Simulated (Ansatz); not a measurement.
Species: H3GaS2, SMILES `[SH][GaH][SH]` (H–S–Ga–S torsion 0°, S–Ga–S–H torsion 180°) (charge 0, multiplicity 1).

### Question
Give a relaxed geometry from Ansatz (a program for electronic structure) with PBE0-D4/def2-TZVP.

### Answer
Several could match; the one computed here: the end point of this relaxation, one of several conformers (outside a Z-matrix the atoms follow the SMILES, hydrogens last).
Z-matrix (Å, degrees):
```
Ga
H 1 1.5542
S 1 2.1947 2 120.62
H 3 1.3435 1 94.53 2 -180.00
S 1 2.1982 2 123.00 3 -180.00
H 5 1.3433 1 94.02 2 0.00
```
